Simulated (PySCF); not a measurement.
Species: C₈H₁₀O₃.
Numbering: `[CH3:1][C:2](=[O:3])[O:4][C:5]1=[C:6]([CH3:7])[CH2:8][CH2:9][C:10]1=[O:11]`

Geometry (GFN2-xTB, Å), atoms numbered from 1 in this order:
```xyz
21
C8H10O3 angstrom
C      3.4659    0.4289    0.2014
C      2.0457    0.3707   -0.2887
O      1.6227    0.8954   -1.2833
O      1.2967   -0.3645    0.5516
C     -0.0457   -0.5449    0.2867
C     -0.9839    0.3973    0.0896
C     -0.8047    1.8702    0.0853
C     -2.3246   -0.2282   -0.1496
C     -2.0909   -1.7364   -0.0449
C     -0.6028   -1.9060    0.2101
O     -0.0096   -2.9496    0.3200
H      3.4984    0.9583    1.1511
H      3.8339   -0.5809    0.3647
H      4.0834    0.9428   -0.5285
H     -1.7589    2.3771    0.2032
H     -0.1262    2.1810    0.8785
H     -0.3548    2.1758   -0.8612
H     -3.0449    0.1294    0.5891
H     -2.6990    0.0613   -1.1338
H     -2.6457   -2.1896    0.7768
H     -2.3639   -2.2712   -0.9542
```

NICS is the negative of the GIAO shielding at a point without a nucleus: at the ring centre (0) and 1 Å above and below it (1); zz is the component along the ring normal. Level: GIAO PBE0/pcSseg-1 (PySCF, non-relativistic, gas phase) on the GFN2-xTB geometry, one conformer.

Ring bond lengths (Å), with Mayer bond orders in brackets: C5–C6 1.344 (1.63), C6–C8 1.499 (1.04), C8–C9 1.530 (1.01), C9–C10 1.519 (1.02), C10–C5 1.473 (1.00).

**Question.** What do the NICS probes read (ppm)?

**Answer.** 
| ring | type | NICS(0) | NICS(1), two faces | NICS(1)zz, two faces | rms pucker (Å) | centre to ring atoms, mean (Å) |
| --- | --- | --- | --- | --- | --- | --- |
| C5–C6–C8–C9–C10 | 5-membered carbocycle; formal bonds 1 double, 4 single | -1.1 | -3.3 / -3.4 | -3.6 / -3.7 | 0.01 | 1.25 |

**Question.** What do they say, and how far can they be read as aromaticity?

**Answer.** 
- C5–C6–C8–C9–C10: mean NICS(1)zz -3.7 ppm, shielded. C8, C9 have four or more neighbours; no verdict on aromaticity is drawn.

**Question.** List the ring angles and the Hirshfeld charges of the ring atoms.

**Answer.** 
- C5–C6–C8–C9–C10: C5 112.1° (+0.036 e), C6 110.8° (+0.034 e), C8 105.3° (-0.065 e), C9 105.7° (-0.076 e), C10 106.0° (+0.135 e); sum 540.0° against 540° for a flat convex ring.

**Question.** What are the shieldings of the ring atoms and their hydrogens in the same run (means over atoms taken as equivalent)?

**Answer.** 
```
   atoms                      environment  σ isotropic (ppm)
      C5    vinylic carbon bearing oxygen               32.4
      C6  fully substituted alkene carbon               15.6
      C8                   allylic carbon              155.2
      C9    sp3 carbon next to a carbonyl              151.7
     C10           ketone carbonyl carbon              -15.0
H18 (×2)               methylene hydrogen              29.18
H20 (×2)               methylene hydrogen              29.37
```
